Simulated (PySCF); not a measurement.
Se⁺ (selenium, charge +1): PBE0 calculation

Configuration: [Ar] 3d10 4s2 4p3, high-spin 4S determinant. Computed with PySCF 2.14 in cc-pVDZ-PP with ECP10MDF, with a scalar-relativistic core potential.

```json
{
  "Total energy": "-372.7258 hartree",
  "One-electron energy": "-646.8139 hartree",
  "Hartree (Coulomb) energy": "302.7569 hartree",
  "Exchange-correlation energy": "-28.6688 hartree",
  "⟨S²⟩": "3.7503",
  "⟨L²⟩": "0.000",
  "Sum of ⟨r⟩": "20.80 bohr",
  "Sum of ⟨r²⟩": "30.59 bohr²",
  "Time after the integrals": "0.17 s of wall time on 1 thread of Neoverse-V2 (shared host)"
}
```

| shell | electrons | mean orbital energy (hartree) | rms radius, mean of both spins (bohr) |
| --- | --- | --- | --- |
| 3s α | 1 | -8.22789 | 0.618 |
| 3s β | 1 | -8.21420 | 0.618 |
| 3p α | 3 | -6.30172 | 0.640 |
| 3p β | 3 | -6.28658 | 0.640 |
| 3d α | 5 | -2.53269 | 0.693 |
| 3d β | 5 | -2.51737 | 0.693 |
| 4s α | 1 | -1.11220 | 1.88 |
| 4s β | 1 | -0.96322 | 1.88 |
| 4p α | 3 | -0.65505 | 2.27 |

Energies and moments cover only the electrons outside the core potential.
